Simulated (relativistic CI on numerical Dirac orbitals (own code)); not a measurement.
Calculated at this level of theory: Dirac-Coulomb-Breit CI, KLI orbitals optimised for each configuration, model QED, unscaled Slater integrals (own radial code, finite nucleus).

CI space (outside the closed core [Ne]): 3s²3p⁶3d¹⁰, 3s²3p⁶3d⁹4s, 3s²3p⁶3d⁹4p, 3s²3p⁶3d⁹4d, 3s²3p⁶3d⁸4s², 3s²3p⁶3d⁸4s4p, 3s²3p⁶3d⁹4f, 3s²3p⁶3d⁹5s, 3s²3p⁶3d⁸4p², 3s²3p⁶3d⁹5p, 3s²3p⁶3d⁸4s4d, 3s²3p⁵3d¹⁰4s, 3s²3p⁶3d⁹5d, 3s²3p⁶3d⁸4p4d, 3s²3p⁶3d⁹5f, 3s²3p⁵3d¹⁰4p, 3s²3p⁶3d⁹6s, 3s²3p⁶3d⁹5g, 3s²3p⁶3d⁹6p, 3s²3p⁵3d⁹4s², 3s²3p⁶3d⁹6d, 3s²3p⁶3d⁸4d², 3s²3p⁵3d⁹4s4p, 3s²3p⁵3d¹⁰4d, 3s3p⁶3d¹⁰4s, 3s²3p⁵3d⁹4p², 3s²3p⁵3d⁹4s4d, 3s3p⁶3d⁹4s², 3s²3p⁵3d¹⁰4f, 3s3p⁶3d¹⁰4p, 3s²3p⁵3d¹⁰5s, 3s²3p⁵3d⁹4p4d, 3s²3p⁵3d¹⁰5p, 3s3p⁶3d⁹4s4p, 3s²3p⁵3d¹⁰5d, 3s²3p⁴3d¹⁰4s². Levels of other configurations are missing.

At this charge energies of transitions that change n are usually good to better than 1 %, and those within a shell (Δn = 0) to a few per cent.

Outline of the computed level scheme of Zr XIII. Lowest level of each configuration: 3s²3p⁶3d¹⁰ ¹S0 at 0.000 eV; 3s²3p⁶3d⁹4s ³D3 at 163.545 eV; 3s²3p⁶3d⁹4p ³P°2 at 189.116 eV; 3s²3p⁶3d⁹4d ³S1 at 232.549 eV; 3s²3p⁶3d⁹4f ³P°0 at 275.151 eV.

Some strong electric-dipole decays among the lowest 45 levels: 3s²3p⁶3d⁹4p ¹P°1 → 3s²3p⁶3d¹⁰ ¹S0 (2.6e+11 s⁻¹); 3s²3p⁶3d⁹4p ³D°1 → 3s²3p⁶3d¹⁰ ¹S0 (6.0e+10 s⁻¹); 3s²3p⁶3d⁹4f ³H°6 → 3s²3p⁶3d⁹4d ³G5 (4.3e+10 s⁻¹); 3s²3p⁶3d⁹4f ³H°5 → 3s²3p⁶3d⁹4d ³G4 (4.3e+10 s⁻¹); 3s²3p⁶3d⁹4d ³G4 → 3s²3p⁶3d⁹4p ³F°3 (4.0e+10 s⁻¹); 3s²3p⁶3d⁹4d ³G5 → 3s²3p⁶3d⁹4p ³F°4 (4.0e+10 s⁻¹); 3s²3p⁶3d⁹4d ¹G4 → 3s²3p⁶3d⁹4p ³F°3 (3.9e+10 s⁻¹); 3s²3p⁶3d⁹4f ³G°5 → 3s²3p⁶3d⁹4d ³F4 (3.6e+10 s⁻¹).

LS names give the leading component of a level, which can be under half, so a name can repeat, a term be missing and a line seem to break the LS rules.
